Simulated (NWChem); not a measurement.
Everything below was run with NWChem. System: HS$_{2}$, charge 0, spin multiplicity 2, displaced from the optimised geometry. The structure started from a generated list of species. Its SCF solution wasn't tested for a lower state. Level: UBLYP/def2-SVP.

The NWChem input:

```
start mol
memory heap 200 mb stack 900 mb global 1100 mb
geometry units angstroms nocenter noautoz
  S      0.442456     0.964317     0.000000
  S     -0.480327    -0.856078     0.000000
  H      0.605935    -1.731828     0.000000
  symmetry group Cs
end
basis spherical
  * library def2-svp
end
dft
  xc becke88 lyp
  odft
  mult 2
  semidirect memsize 60000000 filesize 0
  iterations 100
  vectors input hcore
end
task dft gradient
```

Part of the output:

```
             Northwest Computational Chemistry Package (NWChem) 7.3.0
             --------------------------------------------------------

                                NWChem Input Module
                                -------------------

 Scaling coordinates for geometry "geometry" by  1.889725989
 (inverse scale =  0.529177249)

 Turning off AUTOSYM since
 SYMMETRY directive was detected!

                             Geometry "geometry" -> ""
                             -------------------------

 Output coordinates in angstroms (scale by  1.889725989 to convert to a.u.)

  No.       Tag          Charge          X              Y              Z
 ---- ---------------- ---------- -------------- -------------- --------------
    1 S                   16.0000     0.44245600     0.96431700     0.00000000
    2 S                   16.0000    -0.48032700    -0.85607800     0.00000000
    3 H                    1.0000     0.60593500    -1.73182800     0.00000000

 Effective nuclear repulsion energy (a.u.)      75.5791662026

            Nuclear Dipole moment (a.u.)
            ----------------------------
        X                 Y               Z
 ---------------- ---------------- ----------------
    -0.0000018897    -0.0000075589     0.0000000000

      Symmetry information
      --------------------

 Group name             Cs
 Group number              2
 Group order               2
 No. of unique centers     3

      Symmetry unique atoms

     1    2    3


 Summary of "ao basis" -> "" (spherical)
 ------------------------------------------------------------------------------
       Tag                 Description            Shells   Functions and Types
 ---------------- ------------------------------  ------  ---------------------
 *                          def2-svp                  on all atoms

                                 NWChem DFT Module
                                 -----------------

 Summary of "ao basis" -> "ao basis" (spherical)
 ------------------------------------------------------------------------------
       Tag                 Description            Shells   Functions and Types
[...]
     2   1 1 0     -0.381878    -23.186535    -21.321086     44.125743
     2   1 0 1      0.000000      0.000000     -0.000000      0.000000
     2   0 2 0    -17.735320    -64.027647    -59.424237    105.716564
     2   0 1 1      0.000000      0.000000      0.000000      0.000000
     2   0 0 2    -19.579707    -11.176223     -8.403484      0.000000

            General Information
            -------------------
          SCF calculation type: DFT
          Wavefunction type:  spin polarized.
          No. of atoms     :     3
          No. of electrons :    33
           Alpha electrons :    17
            Beta electrons :    16
          Charge           :     0
          Spin multiplicity:     2
          Use of symmetry is: on ; symmetry adaption is: on
          Maximum number of iterations: 100
          AO basis - number of functions:    41
                     number of shells:    19
          Convergence on energy requested:  1.00D-06
          Convergence on density requested:  1.00D-05
          Convergence on gradient requested:  5.00D-04

              XC Information
              --------------
                    Becke 1988 Exchange Functional  1.000
              Lee-Yang-Parr Correlation Functional  1.000

             Grid Information
             ----------------
          Grid used for XC integration:  medium
          Radial quadrature: Mura-Knowles
          Angular quadrature: Lebedev.
          Tag              B.-S. Rad. Rad. Pts. Rad. Cut. Ang. Pts.
          ---              ---------- --------- --------- ---------
          S                   1.00       88           8.0       590
          H                   0.35       45           8.0       434
          Grid pruning is: on
          Number of quadrature shells:   221
          Spatial weights used:  Erf1

          Convergence Information
          -----------------------
          Convergence aids based upon iterative change in
          total energy or number of iterations.
          Levelshifting, if invoked, occurs when the
          HOMO/LUMO gap drops below (HL_TOL):  1.00D-02
          DIIS, if invoked, will attempt to extrapolate
          using up to (NFOCK): 10 stored Fock matrices.

                    Damping( 0%)  Levelshifting(0.5)       DIIS
                  --------------- ------------------- ---------------
          dE  on:    start            ASAP                start
          dE off:    2 iters        100 iters           100 iters

      Screening Tolerance Information
      -------------------------------
          Density screening/tol_rho:  1.00D-10
          AO Gaussian exp screening on grid/accAOfunc:  14
          CD Gaussian exp screening on grid/accCDfunc:  20
          XC Gaussian exp screening on grid/accXCfunc:  20
          Schwarz screening/accCoul:  1.00D-08

                            NWChem DFT Gradient Module
                            --------------------------

  charge          =   0.00
  wavefunction    = open shell

  Using symmetry

                         DFT ENERGY GRADIENTS

    atom               coordinates                        gradient
                 x          y          z           x          y          z
   1 S       0.836121   1.822295   0.000000    0.003173   0.005826   0.000000
   2 S      -0.907686  -1.617753   0.000000   -0.007201  -0.002953   0.000000
   3 H       1.145051  -3.272680   0.000000    0.004028  -0.002873   0.000000

                 ----------------------------------------
                 |  Time  |  1-e(secs)   |  2-e(secs)   |
                 ----------------------------------------
                 |  CPU   |       0.00   |       0.40   |
                 ----------------------------------------
                 |  WALL  |       0.00   |       0.40   |
                 ----------------------------------------

 Task  times  cpu:        2.4s     wall:        2.4s

 Total times  cpu:        2.4s     wall:        2.4s
```
